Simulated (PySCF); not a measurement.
# Atomic charges against the basis set

C₆H₁₅N.
Numbering: `[CH3:1][N:2]([CH3:3])[C:4]([CH3:5])([CH3:6])[CH3:7]` (hydrogens: H8, H9, H10 on C1; H11, H12, H13 on C3; H14, H15, H16 on C5; H17, H18, H19 on C6; H20, H21, H22 on C7)

PBE0 throughout (PySCF), one geometry, spherical d and f functions. Geometry: PBE0-D3(BJ)/def2-SVP; no solvent, vibrations or thermal averaging. Atoms taken as equivalent share a column and are averaged.

Mulliken charges (e):

| basis | functions | C1/C3 | N2 | C4 | C5/C6/C7 | H8 (×6) | H14 (×9) |
| --- | --- | --- | --- | --- | --- | --- | --- |
| STO-3G | 50 | -0.151 | -0.252 | +0.108 | -0.232 | +0.075 | +0.077 |
| pcSseg-0 | 93 | -0.388 | -0.728 | -0.283 | -0.513 | +0.217 | +0.225 |
| 6-31G | 93 | -0.323 | -0.467 | +0.113 | -0.474 | +0.158 | +0.163 |
| 6-31G* | 128 | -0.376 | -0.378 | +0.176 | -0.530 | +0.164 | +0.173 |
| cc-pVDZ | 173 | +0.027 | -0.299 | -0.291 | +0.006 | +0.030 | +0.037 |
| def2-SVP | 173 | +0.066 | -0.389 | -0.267 | +0.008 | +0.028 | +0.037 |
| pcSseg-1 | 194 | -0.088 | -0.563 | -0.374 | -0.175 | +0.103 | +0.113 |
| 6-311+G(2d,p) | 279 | -0.374 | +0.050 | +0.187 | -0.564 | +0.135 | +0.155 |
| aug-cc-pVDZ | 296 | +0.808 | -0.352 | -3.206 | +1.324 | -0.175 | -0.109 |
| def2-TZVP | 307 | -0.325 | -0.108 | +0.131 | -0.404 | +0.118 | +0.125 |

IAO charges (e):

```
        basis  functions   C1/C3      N2      C4  C5/C6/C7  H8 (×6)  H14 (×9)
       STO-3G         50  -0.315  -0.183  +0.071    -0.392   +0.123    +0.131
     pcSseg-0         93  -0.308  -0.247  +0.117    -0.420   +0.127    +0.138
        6-31G         93  -0.329  -0.238  +0.143    -0.436   +0.132    +0.141
       6-31G*        128  -0.298  -0.252  +0.151    -0.416   +0.123    +0.134
      cc-pVDZ        173  -0.298  -0.249  +0.153    -0.417   +0.123    +0.134
     def2-SVP        173  -0.288  -0.248  +0.148    -0.406   +0.120    +0.130
     pcSseg-1        194  -0.296  -0.257  +0.147    -0.414   +0.124    +0.134
6-311+G(2d,p)        279  -0.308  -0.260  +0.152    -0.429   +0.128    +0.138
  aug-cc-pVDZ        296  -0.307  -0.259  +0.154    -0.428   +0.127    +0.138
    def2-TZVP        307  -0.307  -0.259  +0.153    -0.429   +0.127    +0.138
```

Hirshfeld charges (e):

```
        basis  functions   C1/C3      N2      C4  C5/C6/C7  H8 (×6)  H14 (×9)
       STO-3G         50  +0.011  -0.169  +0.099    -0.048   +0.011    +0.014
     pcSseg-0         93  -0.066  -0.081  +0.091    -0.112   +0.029    +0.032
        6-31G         93  -0.060  -0.112  +0.081    -0.108   +0.030    +0.033
       6-31G*        128  -0.062  -0.106  +0.074    -0.107   +0.030    +0.033
      cc-pVDZ        173  -0.071  -0.079  +0.074    -0.118   +0.031    +0.035
     def2-SVP        173  -0.073  -0.082  +0.075    -0.121   +0.032    +0.036
     pcSseg-1        194  -0.074  -0.092  +0.069    -0.122   +0.034    +0.037
6-311+G(2d,p)        279  -0.074  -0.107  +0.051    -0.121   +0.036    +0.039
  aug-cc-pVDZ        296  -0.080  -0.102  +0.056    -0.127   +0.037    +0.041
    def2-TZVP        307  -0.077  -0.099  +0.059    -0.124   +0.035    +0.039
```

ESP-fitted charges (e):

```
        basis  functions   C1/C3      N2      C4  C5/C6/C7  H8 (×6)  H14 (×9)
       STO-3G         50  -0.508  -0.170  +0.650    -0.561   +0.161    +0.139
     pcSseg-0         93  -0.493  -0.336  +0.829    -0.700   +0.173    +0.172
        6-31G         93  -0.398  -0.362  +0.663    -0.551   +0.149    +0.140
       6-31G*        128  -0.443  -0.270  +0.744    -0.594   +0.150    +0.144
      cc-pVDZ        173  -0.403  -0.251  +0.714    -0.535   +0.136    +0.126
     def2-SVP        173  -0.387  -0.280  +0.700    -0.524   +0.134    +0.124
     pcSseg-1        194  -0.425  -0.312  +0.764    -0.583   +0.149    +0.139
6-311+G(2d,p)        279  -0.555  -0.224  +0.836    -0.646   +0.177    +0.153
  aug-cc-pVDZ        296  -0.528  -0.221  +0.797    -0.621   +0.169    +0.147
    def2-TZVP        307  -0.531  -0.214  +0.840    -0.645   +0.169    +0.151
```

Some averages cover members that differ in this geometry, most widely: H8 (×6), Mulliken in aug-cc-pVDZ -0.290 to -0.036; H14 (×9), Mulliken in aug-cc-pVDZ -0.201 to -0.025; C5/C6/C7, ESP-fitted in aug-cc-pVDZ -0.691 to -0.547; C5/C6/C7, ESP-fitted in 6-311+G(2d,p) -0.716 to -0.573 e.

Q: Which scheme is steadiest as the basis changes?

A: Largest range over the bases for any column: IAO 0.08 e, Hirshfeld 0.09 e, ESP-fitted 0.19 e, Mulliken 3.39 e. IAO and Hirshfeld charges move least and Mulliken charges most, counted in e. Without the minimal STO-3G basis the ranges are IAO 0.04, Hirshfeld 0.04, ESP-fitted 0.18, Mulliken 3.39 e.

Q: How much do the charges still move between the two largest bases, aug-cc-pVDZ and def2-TZVP?

A: At most, over all atoms: Mulliken 3.337 e, IAO 0.001 e, Hirshfeld 0.004 e, ESP-fitted 0.043 e.

Q: What do the same runs give for the total energy, the frontier levels and the dipole moment?

A: 
| basis | energy (Eh) | HOMO (eV) | LUMO (eV) | μ (D) |
| --- | --- | --- | --- | --- |
| STO-3G | -288.5546 | -3.16 | 8.98 | 0.67 |
| pcSseg-0 | -291.3902 | -5.60 | 1.92 | 0.66 |
| 6-31G | -291.9676 | -5.46 | 2.39 | 0.61 |
| 6-31G* | -292.0429 | -5.63 | 2.41 | 0.44 |
| cc-pVDZ | -292.0600 | -5.72 | 1.70 | 0.36 |
| def2-SVP | -291.8402 | -5.76 | 1.63 | 0.44 |
| pcSseg-1 | -292.0108 | -5.84 | 1.35 | 0.47 |
| 6-311+G(2d,p) | -292.1296 | -5.90 | 0.28 | 0.47 |
| aug-cc-pVDZ | -292.0790 | -5.88 | -0.08 | 0.46 |
| def2-TZVP | -292.1502 | -5.89 | 1.05 | 0.43 |

The dipole is fixed by the density alone, so its range of 0.31 D shows that the density itself changes with the basis, not only its division among atoms.
